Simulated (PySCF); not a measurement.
Job file and geometry (Å, from GFN2-xTB) of an NMR shielding run on `C/N=C\[C@H]1[SiH2]O[SiH2]C1=O`, C$_{4}$H$_{9}$NO$_{2}$Si$_{2}$, GIAO PBE0/pcSseg-1 NMR shielding, non-relativistic, gas phase (PySCF); density fitting, a coarse starting grid and PySCF grid level 2 are the driver's defaults:

```
$ OMP_NUM_THREADS=1 python probes_run.py task.json out

{"job": {"kind": "nmr", "xc": "PBE0", "basis": "pcSseg-1"}, "charge": 0, "multiplicity": 1}
C      2.723572     0.317795    -0.709468
N      1.732686    -0.519540    -1.321265
C      0.622080    -0.730710    -0.774181
C      0.133113    -0.194686     0.536997
Si    -0.755266     1.465620     0.156694
O     -2.266203     0.878021    -0.053127
Si    -2.655006    -0.679071     0.312067
C     -0.936176    -1.119104     1.072683
O     -0.715782    -1.929856     1.942624
H      3.214733    -0.210460     0.112189
H      3.471682     0.547350    -1.467351
H      2.301700     1.249866    -0.315409
H     -0.069512    -1.359995    -1.325205
H      0.969519    -0.124365     1.236056
H     -0.740541     2.346113     1.318459
H     -0.379066     2.067955    -1.112257
H     -2.955221    -1.365364    -0.935925
H     -3.705072    -0.633252     1.314761
```

Q: Write the output of this run.

A: 
```
coarse grid: 16408 points
cycle   1  E = -941.0360521800  dE =  1.442e+00  |g| = 1.090e+00  |ddm| = 4.022e+00
cycle   2  E = -940.3562620456  dE =  6.798e-01  |g| = 2.158e+00  |ddm| = 2.955e+00
cycle   3  E = -941.2515563826  dE = -8.953e-01  |g| = 2.474e-01  |ddm| = 2.265e+00
cycle   4  E = -941.2617833486  dE = -1.023e-02  |g| = 1.317e-01  |ddm| = 3.013e-01
cycle   5  E = -941.2648652112  dE = -3.082e-03  |g| = 3.291e-02  |ddm| = 1.243e-01
cycle   6  E = -941.2650917526  dE = -2.265e-04  |g| = 7.597e-03  |ddm| = 3.621e-02
cycle   7  E = -941.2651031740  dE = -1.142e-05  |g| = 1.867e-03  |ddm| = 7.373e-03
cycle   8  E = -941.2651037509  dE = -5.769e-07  |g| = 9.857e-04  |ddm| = 2.672e-03
final grid: 150440 points
cycle   9  E = -941.3369021511  dE = -2.298e-05  |g| = 1.352e-02  |ddm| = 3.604e-02
cycle  10  E = -941.3368087114  dE =  9.344e-05  |g| = 2.601e-02  |ddm| = 2.964e-02
cycle  11  E = -941.3369359582  dE = -1.272e-04  |g| = 2.880e-03  |ddm| = 2.000e-02
cycle  12  E = -941.3369376159  dE = -1.658e-06  |g| = 5.523e-04  |ddm| = 2.656e-03
cycle  13  E = -941.3369376663  dE = -5.045e-08  |g| = 2.111e-04  |ddm| = 6.020e-04
cycle  14  E = -941.3369376753  dE = -8.982e-09  |g| = 5.184e-05  |ddm| = 2.185e-04
cycle  15  E = -941.3369376757  dE = -4.172e-10  |g| = 3.074e-05  |ddm| = 6.859e-05
converged SCF energy = -941.3369376757

GIAO shielding tensors (ppm)
atom      isotropic    diamagn.    paramagn.     s11        s22        s33       span
  0 C      145.511     250.657    -105.146    128.653    135.383    172.496     43.843
  1 N      -97.943     326.595    -424.539   -465.853   -119.048    291.070    756.923
  2 C       27.831     255.752    -227.921    -84.731     40.811    127.412    212.144
  3 C      128.331     262.978    -134.646    108.353    131.430    145.210     36.857
  4 Si     356.738     880.770    -524.031    322.349    344.727    403.139     80.790
  5 O      307.465     399.281     -91.816    231.322    338.007    353.066    121.744
  6 Si     395.919     880.037    -484.118    323.820    390.815    473.123    149.304
  7 C      -59.616     250.765    -310.382   -154.716   -101.160     77.028    231.744
  8 O     -549.446     398.299    -947.745  -1505.112   -502.643    359.418   1864.530
  9 H       28.594      30.451      -1.857     24.956     27.387     33.439      8.482
 10 H       27.381      28.671      -1.290     23.910     26.487     31.745      7.835
 11 H       29.189      32.585      -3.396     25.714     29.725     32.127      6.413
 12 H       23.663      32.795      -9.133     20.923     22.879     27.186      6.263
 13 H       28.593      35.893      -7.300     25.938     29.410     30.433      4.495
 14 H       26.193      29.778      -3.584     22.531     24.630     31.419      8.889
 15 H       26.439      30.141      -3.702     23.047     25.647     30.623      7.575
 16 H       26.489      29.106      -2.617     23.033     24.945     31.488      8.455
 17 H       26.970      28.141      -1.171     23.449     24.899     32.562      9.113
```

Q: Turn these shieldings into chemical shifts. δ = σ(ref) − σ, references computed at the same level: 13C (σ = 186.93 ppm), 29Si (σ = 349.16 ppm), 1H (σ = 31.72 ppm) against TMS; NH3 for 15N (σ = 267.73 ppm); 17O (σ = 336.08 ppm) vs H2O.

A: Averaging equivalent atoms: C 7: 246.5; C 2: 159.1; C 3: 58.6; C 0: 41.4; N 1: 365.7; Si 4: -7.6; Si 6: -46.8; O 8: 885.5; O 5: 28.6; H 12: 8.05; H 14: 5.52; H 15: 5.28; H 16: 5.23; H 17: 4.75; H 9/10/11: 3.33; H 13: 3.12 ppm. Unscaled 17O shifts of doubly bonded oxygen tend to come out too high, by tens of ppm or more. Experimental scales use liquid or dissolved standards, which lie at an offset from isolated NH3 (liquid NH3: subtract about 20 ppm) and H2O (liquid H2O: subtract about 36 ppm). Unscaled 15N shifts of sp2 nitrogen come out 20 to 40 ppm too high even then.

Size and cost of the density-fitted run: 212 basis functions, 30 s wall time on 1 thread of an Intel Xeon 6975P-C, shared host; peak memory 0.94 GiB.
